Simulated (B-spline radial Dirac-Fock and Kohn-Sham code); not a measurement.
## How the settings move the core levels of Ga³⁺

ΔSCF core binding energies without Breit or QED terms, calculated with an atomic code on a B-spline grid. Keys: rel is the Hamiltonian (dirac, or spin-free x2c and nr, where L3 and M5 stand for the whole 2p and 3d shells), method is hf or an exchange,correlation pair (spin-unpolarised, also for the hole states), nuc the nuclear model, radius_factor scales its radius, rmax is the box in bohr, h the logarithmic mesh step, order the B-spline order, points the quadrature points per cell, c_factor scales the speed of light, and damp, ndamp, maxit and tol steer the iteration. The run stops when the commutator error falls below 10·tol·max(1, Z/10), or the numerical noise floor, and the energy has settled to about 1e-8 Ha; the virial ratio is −V/T.

Base input:

```json
{"items": [{"Z": 31, "q": 3, "cfg": [[1, 0, 2], [2, 0, 2], [2, 1, 6], [3, 0, 2], [3, 1, 6], [3, 2, 10]], "A": 69, "rrms": 3.9973, "do": "settings", "holes": ["K", "L3", "M5"],
  "settings": [{"rel": "dirac", "method": "hf", "nuc": "fermi", "radius_factor": 1.0, "rmax": 45.0, "h": 0.3, "order": 8, "points": 10, "c_factor": 1.0, "maxit": 60, "damp": 0.5, "ndamp": 3, "tol": 1e-08}]}]}
```

The ground state converged in 10 iterations, with total energy -1940.58530 Ha, virial ratio 1.98004 and highest orbital energy -64.83 eV. ΔSCF binding energies: K (1s) 10433.3 eV, L3 (2p3/2) 1162.7 eV, M5 (3d5/2) 60.75 eV.

Changes from the base run:

| changed setting | Δ total energy (Ha) | Δ K (eV) | Δ L3 (eV) | Δ M5 (eV) | iterations |
| --- | --- | --- | --- | --- | --- |
| order = 9 | 0.00000 | 0.00 | 0.00 | 0.00 | 10 |
| method = "pbe,pbe"; damp = 0.0; tol = 0.0001 | -1.28800 | +19.05 | -3.25 | +2.92 | 11 |
| damp = 0.0 | 0.00000 | 0.00 | 0.00 | 0.00 | 12 |
| method = "pbe,pbe" | -1.28800 | +19.05 | -3.25 | +2.92 | 10 |
| nuc = "sphere" | +0.00001 | 0.00 | 0.00 | 0.00 | 10 |
| method = "pbe,pbe"; nuc = "sphere"; damp = 0.0 | ? | ? | ? | ? | ? |
| radius_factor = 0.8 | -0.00373 | +0.04 | 0.00 | 0.00 | 10 |

Task: What does the change method = "pbe,pbe"; nuc = "sphere"; damp = 0.0 do?

Result: The total energy moves by -1.28799 Ha and the binding energies by K +19.05 eV, L3 -3.25 eV, M5 +2.92 eV; the run takes 12 iterations.
